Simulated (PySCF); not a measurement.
Vertical excitations of a molecule C4H4F2 from TDA-CAM-B3LYP/def2-SVPD (PySCF), as energy in eV (oscillator strength): 7.23 (0.000), 7.52 (0.250), 7.92 (0.015), 8.01 (0.000), 8.51 (0.000), 8.59 (0.001), 8.67 (0.019), 9.38 (0.045), 9.57 (0.015), 9.59 (0.037). Lowest triplet (TDA): 4.22 eV. The structure is a stationary point at B3LYP-D3(BJ)/def2-SVP. The values are those of a single conformer.

Task: Identify the compound among the candidates.
A) C#CCC(F)F
B) C=C/C(F)=C/F
C) FC1(F)C=CC1
D) FC1=C[C@@H](F)C1

Result: C, FC1(F)C=CC1
